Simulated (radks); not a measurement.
Charge is removed step by step from the 6s up level of Tm+, starting from [Xe] 4f13 6s(up 1, down 0). Calculated with a radial shooting solver on a logarithmic mesh with Libxc functionals: scalar-relativistic Kohn-Sham, LDA (Slater exchange, Perdew-Wang correlation), spin-polarised, spherical densities, finite nucleus; open shells are filled with parallel spins first (spin-orbit coupling, left out, can overturn this in heavy ions); Fermi nuclear charge, rms radius 5.2256 fm.

| removed (e) | E - E(0) (eV) | eigenvalue (eV) | E minus straight line (eV) |
|---|---|---|---|
| 0 | 0.000 | -9.758 | 0.000 |
| 0.1 | 1.003 | -10.317 | -0.248 |
| 0.2 | 2.063 | -10.877 | -0.440 |
| 0.3 | 3.178 | -11.438 | -0.577 |
| 0.4 | 4.349 | -11.997 | -0.657 |
| 0.5 | 5.576 | -12.553 | -0.681 |
| 0.6 | 6.859 | -13.104 | -0.650 |
| 0.7 | 8.196 | -13.644 | -0.565 |
| 0.8 | 9.586 | -14.168 | -0.426 |
| 0.9 | 11.027 | -14.664 | -0.237 |
| 1 | 12.515 | -15.089 | 0.000 |

Removing the whole electron costs 12.515 eV by Delta-SCF, against 9.758 eV from minus the eigenvalue at the starting occupation. Slater's transition state (half an electron removed) gives 12.553 eV. Integrating minus the eigenvalue over the occupation (Janak's theorem) gives 12.520 eV. In this scalar-relativistic scheme the density is built from large components alone, so the theorem holds only approximately. The mean slope of the eigenvalue, de/dn, is 5.33 eV per electron. Ionisation energy of Tm+ in the NIST Atomic Spectra Database: 12.07 eV (semi-empirical).
